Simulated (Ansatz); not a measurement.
`CB(F)[CH2][AlH2]` → `C[B](F)[AlH2]` + `[CH2]` (triplet) at 500 K and 1 bar (formal loss of a carbene).

Isolated molecules relaxed with PBE0-D4/def2-TZVP in Ansatz; ΔE leaves out vibrations. CCSD(T)/CBS adds triple-zeta CCSD(T) − MP2 to the extrapolated MP2 energy (def2 sets, frozen cores). This one scheme is used for every species. Triplets are unrestricted, without spin–orbit coupling. Each species was taken in one conformer, which may not be the lowest.

```
           species  CCSD(T)/CBS energy (Eh)  H − E (kJ/mol)  S (J/(mol·K))
`CB(F)[CH2][AlH2]`               -446.99161           270.8          445.0
   `C[B](F)[AlH2]`               -407.68475           189.2          403.7
 `[CH2]` (triplet)                -39.09499            62.7          213.9
```

H − E and S are ideal-gas, rigid-rotor, harmonic terms from PBE0-D4/def2-TZVP, for one conformer and one mirror image of each species, with the whole ground term of open shells counted as degenerate. 1 Eh = 2625.50 kJ/mol, R = 8.31446 J/(mol·K).

By hand: ΔE, ΔH, ΔS and ΔG.

ΔE = (-407.68475) + (-39.09499) − (-446.99161) = 0.21187 Eh = 556.3 kJ/mol. Δ(H − E) = 189.2 + 62.7 − 270.8 = -18.9, so ΔH = 537.4 kJ/mol. ΔS = 403.7 + 213.9 − 445.0 = 172.6 J/(mol·K). ΔG = 537.4 − 500 × (172.6)/1000 = 451.1 kJ/mol.

By hand: the equilibrium constant, and the temperature at which ΔG would vanish if ΔH and ΔS stayed fixed.

log₁₀ K = −ΔG/(RT ln 10) = -47.1. ΔG = 0 at ΔH/ΔS = 3114 K, far beyond where these terms or the molecules hold.

The number of gas molecules changes by +1, which sets the sign of ΔS. A doubt of 5 kJ/mol in ΔE shifts log₁₀ K by 0.5 here. Other conformers and mirror images would add mixing entropy, several J/(mol·K) or more a flexible species. Modes under 60 cm⁻¹, often nearly free rotors, make the harmonic entropy too high. A triplet takes part, so the spin changes. These are equilibria of isolated gas molecules and say nothing of rates. Largest T1 diagnostic: 0.013 (customary marks: 0.02 for closed shells, 0.045 for open ones).
